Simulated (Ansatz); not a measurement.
The same isomerisation along the group F, Cl, Br.

Program: Ansatz. Geometries: PBE0-D4/def2-TZVP. ΔE: electronic, gas phase. CCSD(T)/CBS adds triple-zeta CCSD(T) − MP2 to the extrapolated MP2 energy (def2 sets, frozen cores). Functionals use def2-TZVPP. For Br outer-core shells are correlated without core-valence functions, which leaves a few kJ/mol of doubt a bond. Scalar relativity is left out up to krypton. One conformer a species, not always the lowest.

```csv
reaction,CCSD(T)/CBS(def2) (eV)
`CO[SiH2]F` → `OC(F)[SiH3]`,3.30
`CO[SiH2]Cl` → `OC([SiH3])Cl`,?
`CO[SiH2]Br` → `OC([SiH3])Br`,2.57
```

(1) Fill in the missing values. (Best estimate.)

Largest T1 diagnostic: 0.012, for `OC(F)[SiH3]`.

Answers

(1) The calculation gave: `CO[SiH2]Cl` → `OC([SiH3])Cl`: +2.70 eV.
